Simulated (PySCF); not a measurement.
## Two probes of the same atoms: core binding energy and nuclear shielding

Compound: Si(eta1-allyl)2Me2, C₈H₁₆Si.
Geometry (PBE0-D3(BJ)/def2-SVP, Å), atoms numbered from 1 in this order:
```
atom  x, y, z in Å
Si1   -0.2041   -0.1379   -0.5834
C2    -0.1293   -0.3091    1.3068
C3    -1.4733   -0.1670    1.9344
C4    -2.2553   -1.1663    2.3547
H5     0.5685    0.4615    1.6775
H6     0.3139   -1.2931    1.5368
H7    -1.8588    0.8579    2.0147
H8    -1.9287   -2.2104    2.3016
H9    -3.2466   -0.9761    2.7736
C10    1.5825   -0.1106   -1.2386
C11    2.3222    1.1104   -0.8115
C12    3.2179    1.1806    0.1782
H13    1.5346   -0.1779   -2.3396
H14    2.0842   -1.0247   -0.8775
H15    2.0652    2.0366   -1.3423
H16    3.5156    0.2918    0.7446
H17    3.6898    2.1271    0.4535
C18   -1.0776    1.4631   -1.0428
H19   -1.0864    1.6120   -2.1344
H20   -0.5803    2.3330   -0.5858
H21   -2.1235    1.4498   -0.6981
C22   -1.1151   -1.6144   -1.3031
H23   -2.1183   -1.6979   -0.8564
H24   -0.5755   -2.5525   -1.0978
H25   -1.2314   -1.5220   -2.3944
```

Binding energies: delta-SCF UKS SCAN, pcX-2 on the ionised atom, pcseg-1 elsewhere, spin-free X2C in PySCF. Shieldings: GIAO PBE0/pcSseg-1, non-relativistic, same geometry.

```
atom  C 1s (eV)
  C2     289.84
  C3     290.32
  C4     289.61
 C18     289.85
```

Question: What are the absolute isotropic shieldings of these atoms?

Answer: 
| atom | environment | C 1s (eV) | isotropic shielding (ppm) |
| --- | --- | --- | --- |
| C4 | carbon bonded to C and 2 H | 289.61 | 64.3 |
| C2 | carbon bonded to C, Si and 2 H | 289.84 | 161.5 |
| C18 | carbon bonded to Si and 3 H | 289.85 | 189.9 |
| C3 | carbon bonded to 2 C and H | 290.32 | 40.1 |

Question: Among the listed atoms, is the one with the highest binding energy also the least shielded?

Answer: Yes: C3 has both (290.32 eV, 40.1 ppm).

By binding energy: C4 < C2 ≈ C18 < C3. By shielding: C3 < C4 < C2 < C18.

Of atoms equivalent by bonding only the ionised one is listed; its partners' own values can differ in this conformer. The unrestricted hole states depart most from a pure doublet (⟨S²⟩ = 0.75; over 0.85 named) for C 1s of C3/C11 (0.85), which makes this value less certain. The structure is a single PBE0-D3(BJ)/def2-SVP conformer in the gas phase; no vibrational or solvent corrections.
